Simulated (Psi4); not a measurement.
Cl4Se, charge +1, doublet, at a GFN2-xTB geometry of the parent state (a state made from the parent by changing its charge; the spin is typed, not shown lowest); TPSS/6-31G* in Psi4.

Here is a job for Psi4.
```
memory 2 GB

molecule mol {
1 2
  Se    0.027561   -0.034455    0.547568
  Cl    0.925975   -1.150438   -1.022558
  Cl    1.878870    1.387565    0.606973
  Cl   -1.102224    1.370333   -1.285446
  Cl   -1.757745   -1.538548    0.605896
}

set basis 6-31g*
set reference uks

energy('tpss')
print_variables()
```

What the program printed (banner, timings and long lists left out):

```
   => Loading Basis Set <=

    Name: 6-31G*
    Role: ORBITAL
    Keyword: BASIS

         ---------------------------------------------------------
                                   SCF
               by Justin Turney, Rob Parrish, Andy Simmonett
                          and Daniel G. A. Smith
                              UKS Reference
         ---------------------------------------------------------

  ==> Geometry <==

    Molecular point group: c1
    Full point group: C1

    Geometry (in Angstrom), charge = 1, multiplicity = 2:

       Center              X                  Y                   Z               Mass
    ------------   -----------------  -----------------  -----------------  -----------------
         SE           0.026310015858    -0.032891020018     0.522707599237    79.916521800000
         CL           0.924724015858    -1.148874020018    -1.047418400763    34.968852682000
         CL           1.877619015858     1.389128979982     0.582112599237    34.968852682000
         CL          -1.103474984142     1.371896979982    -1.310306400763    34.968852682000
         CL          -1.758995984142    -1.536984020018     0.581035599237    34.968852682000

  Running in c1 symmetry.

  Rotational constants: A =      0.05122  B =      0.03324  C =      0.02888 [cm^-1]
  Rotational constants: A =   1535.56919  B =    996.46052  C =    865.65502 [MHz]
  Nuclear repulsion =  788.030815907158171

  Charge       = 1
  Multiplicity = 2
  Electrons    = 101
  Nalpha       = 51
  Nbeta        = 50

  ==> Algorithm <==

  SCF Algorithm Type is DF.
  DIIS enabled.
  MOM disabled.
  Fractional occupation disabled.
  Guess Type is SAD.
  Energy threshold   = 1.00e-06
  Density threshold  = 1.00e-06
  Integral threshold = 1.00e-12

  ==> Primary Basis <==

  Basis Set: 6-31G*
    Blend: 6-31G*
    Number of shells: 44
    Number of basis functions: 111
    Number of Cartesian functions: 111
    Spherical Harmonics?: false
    Max angular momentum: 2

  ==> DFT Potential <==

   => LibXC <=

    Version 7.1.2
    S. Lehtola, C. Steigemann, M. J. T. Oliveira, and M. A. L. Marques,  SoftwareX 7, 1–5 (2018) (10.1016/j.softx.2017.11.002)

   => Composite Functional: TPSS <=

    TPSS Meta-GGA XC Functional

    J. Tao, et al., Phys. Rev. Lett., 91, 146401, 2003

    Deriv               =              1
    GGA                 =           TRUE
    Meta                =           TRUE

    Exchange Hybrid     =          FALSE
[...]
      Ntotal   =  100.9999912311 ; deviation = -8.769e-06

   @Spin Contamination Metric:   1.320503619E-02
   @S^2 Expected:                7.500000000E-01
   @S^2 Observed:                7.632050362E-01
   @S   Expected:                5.000000000E-01
   @S   Observed:                5.000000000E-01

    Orbital Energies [Eh]
    ---------------------

    Alpha Occupied:

[...]
    Alpha Virtual:

[...]
    Beta Occupied:

[...]
    Beta Virtual:

[...]
     111A     89.234162

    Final Occupation by Irrep:
              A
    DOCC [    50 ]
    SOCC [     1 ]
    NA   [    51 ]
    NB   [    50 ]

  @DF-UKS Final Energy: -4241.58678522041919

   => Energetics <=

    Nuclear Repulsion Energy =            788.0308159071581713
    One-Electron Energy =               -7431.2337455337601568
    Two-Electron Energy =                2601.2654978254445268
    DFT Exchange-Correlation Energy =    -199.6493534192615869
    Empirical Dispersion Energy =           0.0000000000000000
    VV10 Nonlocal Energy =                  0.0000000000000000
    Total Energy =                      -4241.5867852204191877

  UHF NO Occupations:
  HONO-2 :   49  A 1.9984436
  HONO-1 :   50  A 1.9952956
  HONO-0 :   51  A 1.0000000
  LUNO+0 :   52  A 0.0047044
  LUNO+1 :   53  A 0.0015564
  LUNO+2 :   54  A 0.0001104
  LUNO+3 :   55  A 0.0000950

Computation Completed

Properties will be evaluated at   0.000000,   0.000000,   0.000000 [a0]

Properties computed using the SCF density matrix

 Multipole Moments:

 ------------------------------------------------------------------------------------
     Multipole            Electronic (a.u.)      Nuclear  (a.u.)        Total (a.u.)
 ------------------------------------------------------------------------------------

 L = 1.  Multiply by 2.5417464519 to convert [e a0] to [Debye]
 Dipole X            :          0.3823833           -0.2411940            0.1411892
 Dipole Y            :         -0.4327167            0.3015246           -0.1311921
 Dipole Z            :          5.0023370           -4.7918615            0.2104755
 Magnitude           :                                                    0.2853870

 ------------------------------------------------------------------------------------

  Variable Map:
  ----------------------------------------------------------------------------
[...]
  Array Variable Map:
  ----------------------------------------------------------------------------
[...]
[...]
```
